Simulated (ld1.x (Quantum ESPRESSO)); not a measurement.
Ranking RRKJ potentials for silicon (Si)

All share these settings but for the change named:

silicon, norm-conserving RRKJ (Kleinman–Bylander form), made with ld1.x (Quantum ESPRESSO) 7.5 (PBE, scalar-relativistic). Core [Ne], reference 3s1 3p3. Waves: 3p (bound): rc 2.15 bohr; 3s (bound): rc 1.80 bohr. Local part: the s channel. Core correction: Bessel-smoothed model core, default radius (core density twice the valence density). rho0 = 0.001.

Test errors are all-electron minus pseudo excitation energies from the reference, over 3s2 3p2; 3s2 3p1; 3s2 3p0; 3s1 3p0; 3s1 3p2; 3s2 3p2.3; 3s0 3p4. None of these files shows a bound ghost.

The base gives 88.2 meV.

Of 10 variants that were run, those that failed, showed a ghost or another fault, or gave nearly equal values are left out.

A variant can come out equal or close to the base, since the largest error may sit in a test that the change hardly touches while other tests move.

(1) Rank these variants by their largest absolute test error, smallest first.
A. all radii but the core radius scaled by about 1.24 (s 2.22, p 2.66 bohr)
B. wave 3s (bound): rc 1.80 bohr becomes 3s (bound): rc 1.10 bohr
C. local potential all-electron potential smoothed inside 1.50 bohr (lloc = -2)
D. wave 3p (bound): rc 2.15 bohr becomes 3p (bound): rc 1.72 bohr

## Answers

(1) D (53.0 meV), C (89.2 meV), A (108.5 meV), B (143.0 meV).
